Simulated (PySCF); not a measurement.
Worked example: entropy of an ideal gas

B(AsH2)(F)(OH) (AsBFH₃O), SMILES OB(F)[AsH2].

The structure is a stationary point at r2SCAN-D4/def2-SVP. The values are those of a single conformer.

r2SCAN-D4/def2-SVP (PySCF 2.14.0) gives the harmonic wavenumbers 117, 221, 300, 417, 558, 586, 675, 688, 965, 996, 1236, 1439, 2201, 2232, 3884 cm⁻¹ and the rotational temperatures 0.4511, 0.1206, 0.0968 K. The molar mass is 123.75 g/mol, the symmetry number 1, the spin multiplicity 1.

Task: Work out the entropy at 298.15 K and 1 atm in the rigid-rotor, harmonic-oscillator model.

Result: 
Translation (Sackur–Tetrode at 1 atm): S = R[1.5 ln M + 2.5 ln T − 1.16487] = 168.8 J/(mol K).
Rotation: q = (√π/σ) T^1.5/√(θA θB θC) = 126000, S = R[ln q + 3/2] = 110.1 J/(mol K).
Vibration: with u = 1.4388 ν/T, each mode gives R[u/(e^u − 1) − ln(1 − e^−u)]:
```csv
ν (cm⁻¹),modes,u,S (J/(mol K))
117,1,0.56,13.18
221,1,1.07,8.16
300,1,1.45,5.93
417,1,2.01,3.77
558,1,2.69,2.21
586,1,2.83,1.98
675,1,3.26,1.41
688,1,3.32,1.34
965,1,4.66,0.45
996,1,4.81,0.40
1236,1,5.96,0.15
1439,1,6.94,0.06
```
The stiffer modes add less than 0.005 each. Sum 39.1 J/(mol K).
Spin: R ln 1 = 0.0 J/(mol K).
Total 318.0 J/(mol K); the program's own thermochemistry gives 317.9. Translation makes up 53 % and vibration 12 %. Anharmonicity, hindered rotation and orbital degeneracy are left out.
